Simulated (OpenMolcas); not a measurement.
## N II: effect of the basis set

```yaml
Program: OpenMolcas
Method: "MS-CASPT2, IPEA 0.25 Eh, imaginary shift 0.1 Eh (closed shells correlated: 1s)"
Active_space: 4 electrons in 4 orbitals (2s 2p)
State_averaging: 2S+1 = 3 even, 6 roots; 2S+1 = 1 even, 6 roots; 2S+1 = 5 odd, 1 root; 2S+1 = 3 odd, 9 roots; 2S+1 = 1 odd, 8 roots
Spin-orbit_coupling: state interaction with AMFI integrals over the reference wave functions, term energies averaged over their components
```

A. ANO-R1 [3s2p1d], X2C, finite nucleus; CASPT2 step roughly 3 core-seconds
B. ANO-L-VTZP [4s3p2d1f], non-relativistic, point nucleus; CASPT2 step of the order of 2.8 core-seconds
C. ANO-RCC-VTZP [4s3p2d1f], DKH2, point nucleus; CASPT2 step about 1.6 core-seconds
D. ANO-R3 [4s4p2d1f], X2C, finite nucleus; CASPT2 step of the order of 2.3 core-seconds
E. ANO-R2 [4s4p2d1f], X2C, finite nucleus; CASPT2 step about 3 core-seconds
F. ANO-RCC-VQZP [5s4p3d2f1g], DKH2, point nucleus; CASPT2 step roughly 2.8 core-seconds

Energies in cm⁻¹ above 2s² 2p² ³P₀, the measured ground level; measured values from NIST Handbook of Basic Atomic Spectroscopic Data.

```
      Level       A       B       C       D       E       F  Measured
2s² 2p² ³P₀     0.0     0.0     0.0     0.0     0.0     0.0       0.0
2s² 2p² ³P₁    43.9    44.5    44.3    44.4    44.4    45.0      48.7
2s² 2p² ³P₂     130     132     132     132     132     134       131
2s² 2p² ¹D₂   16410   15510   15370   15290   15290   15010     15316
2s² 2p² ¹S₀   33430   32240   31910   31790   31790   31460     32689
2s 2p³ ⁵S°₂   41910   43570   43830   44160   44160   44530     46785
2s 2p³ ³D°₂   91150   90170   90140   90240   90230   89870     92250
2s 2p³ ³D°₁   91150   90170   90140   90240   90230   89870     92251
2s 2p³ ³D°₃   91150   90170   90150   90240   90230   89870     92236
2s 2p³ ³P°₀  110120  108960  108710  108710  108710  108230    109223
2s 2p³ ³P°₁  110120  108960  108710  108710  108710  108230    109216
2s 2p³ ³P°₂  110120  108960  108710  108710  108710  108230    109217
2s 2p³ ¹D°₂  149460  146950  146530  146440  146420  145660    144188
2s 2p³ ³S°₁  159810  158250  157870  157520  157520  156930    155127
2s 2p³ ¹P°₁  168240  165520  164820  164600  164590  163650    166766
```

Deviations, from unrounded energies. A percentage is the sum of absolute deviations over the sum of measured energies, with the sign that they share, or ± where signs differ.

```csv
Against measurement,Levels,A,B,C,D,E,F
mean absolute deviation (cm-1),14,1700,1300,1300,1300,1300,1400
fine structure of the ground term (%),2,-2.8,±3.1,±2.9,±3.0,±3.0,±3.6
other terms of the ground configuration (%),2,+3.8,±1.3,±1.7,-1.9,-1.9,-3.2
other configurations (%),10,±2.0,±1.6,±1.6,±1.5,±1.5,±1.7
```

B, C, D, E lie about equally close to measurement and A furthest from it. The largest miss of D in the table is 2s 2p³ ⁵S°₂, by -2600 cm-1. The ranking rests on the paired levels alone, and a cruder setting can come out closer through cancelling errors.

The two smallest mean deviations differ by little beside CASPT2's spread within terms, so their order carries little weight.

Among A to F the level of the table that moves most is 2s 2p³ ¹P°₁, by 4600 cm-1 (lowest in F, highest in A). Moves below CASPT2's spread within the term are not significant.

CASPT2 does not keep the components of a term degenerate, so their means are used; among the terms shown or strongly mixed into the levels shown the widest spread is 660 cm-1 (2s 2p³ ³D°, E). Computed and measured levels are paired by configuration, term and J; levels that our copy of the source lacks, or whose pairing is in doubt (as where it misses far off the trend of its configuration), stay unpaired and out of the deviations. Levels of configurations outside the active space are missing. Levels that lie high or do not pair safely by name in every column are left out.

° marks odd parity.
